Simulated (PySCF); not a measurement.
C₂H₇N, charge +1, doublet, at a GFN2-xTB geometry (a state made from the parent by changing its charge; the spin is typed, not shown lowest). Base run: CCSD(T)/STO-3G in PySCF.

Here is a job for PySCF.
```python
from pyscf import gto, scf, cc

mol = gto.M(
    atom='''
C     1.16462032    0.49450601    0.01295376
C     0.05101631   -0.49634506   -0.14504533
N    -1.22392597   -0.02923642    0.12425339
H     2.12232609    0.03717846   -0.21925933
H     1.02729538    1.35887726   -0.64090065
H     1.20823305    0.88895655    1.03080842
H     0.25043837   -1.41179642    0.46113189
H     0.07477930   -0.95558498   -1.16180745
H    -2.03205693   -0.63143980    0.04244100
H    -1.37735325    0.92949821    0.41036181
''',
    basis='sto-3g',
    charge=1,
    spin=1,
    verbose=5,
)

mf = scf.UHF(mol)
mf.kernel()

mycc = cc.CCSD(mf)
mycc.kernel()
et = mycc.ccsd_t()
print('E(CCSD(T)) = %.10f' % (mycc.e_tot + et))
```

Each row names what was changed in the base input (with any setting that the change needs).

```json
[
 {"change": "base", "ΔE vs base (kcal/mol)": "0.000", "MP2 correlation (Eh)": "-0.14329", "CC correlation without the perturbative part (Eh)": "-0.19354", "basis functions": "22"},
 {"change": "cc.diis_space = 3", "ΔE vs base (kcal/mol)": "0.000", "MP2 correlation (Eh)": "-0.14329", "CC correlation without the perturbative part (Eh)": "-0.19354", "basis functions": "22"},
 {"change": "method = mp2", "ΔE vs base (kcal/mol)": "32.35", "MP2 correlation (Eh)": "-0.14329", "CC correlation without the perturbative part (Eh)": "-", "basis functions": "22"},
 {"change": "cc.direct = True", "ΔE vs base (kcal/mol)": "0.000", "MP2 correlation (Eh)": "-0.14329", "CC correlation without the perturbative part (Eh)": "-0.19354", "basis functions": "22"},
 {"change": "frozen = 4", "ΔE vs base (kcal/mol)": "16.68", "MP2 correlation (Eh)": "-0.12408", "CC correlation without the perturbative part (Eh)": "-0.16718", "basis functions": "22"},
 {"change": "frozen = 2", "ΔE vs base (kcal/mol)": "0.417", "MP2 correlation (Eh)": "-0.14256", "CC correlation without the perturbative part (Eh)": "-0.19289", "basis functions": "22"},
 {"change": "density fitting = JK and correlation", "ΔE vs base (kcal/mol)": "-0.222", "MP2 correlation (Eh)": "-0.14325", "CC correlation without the perturbative part (Eh)": "-0.19352", "basis functions": "22"},
 {"change": "cc.level_shift = 0.2", "ΔE vs base (kcal/mol)": "0.000", "MP2 correlation (Eh)": "-0.14329", "CC correlation without the perturbative part (Eh)": "-0.19354", "basis functions": "22"},
 {"change": "cart = on", "ΔE vs base (kcal/mol)": "0.000", "MP2 correlation (Eh)": "-0.14329", "CC correlation without the perturbative part (Eh)": "-0.19354", "basis functions": "22"},
 {"change": "cc.iterative_damping = 0.8", "ΔE vs base (kcal/mol)": "0.000", "MP2 correlation (Eh)": "-0.14329", "CC correlation without the perturbative part (Eh)": "-0.19354", "basis functions": "22"}
]
```

Open shells are given as the SCF converged; they aren't shown to be the lowest states, and a large step between rows can be another state.
